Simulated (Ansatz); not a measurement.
Reactions of C₂H₈NP (`CN(C)P`).

Computed with Ansatz on PBE0-D4/def2-TZVP structures; ΔE is electronic, products minus reactants. CCSD(T)/CBS is the MP2 limit (def2-TZVPP, def2-QZVPP) plus CCSD(T) − MP2 in def2-TZVPP, frozen cores. DFT in def2-TZVPP. One conformer a species, not always the lowest.

| reaction | ωB97M-V (kJ/mol) | CCSD(T)/CBS(def2) (kJ/mol) |
| --- | --- | --- |
| `CN(C)P` + `[NH2][Al]([OH])[OH]` → `C[NH][Al]([OH])[OH]` + `CNP` | 25 | 27 |
| `CN(C)P` + `O[SiH2]O` → `O[SiH2]OP` + `CNC` | -1 | 1 |
| `CN(C)P` + `C[SiH2]F` → `F[SiH2]P` + `CN(C)C` | 36 | 31 |
| `CN(C)P` + `O[SiH2][SiH](O)F` → `CO[SiH2][SiH](O)F` + `CNP` | 36 | 38 |

Largest T1 diagnostic: 0.013, for `F[SiH2]P`.
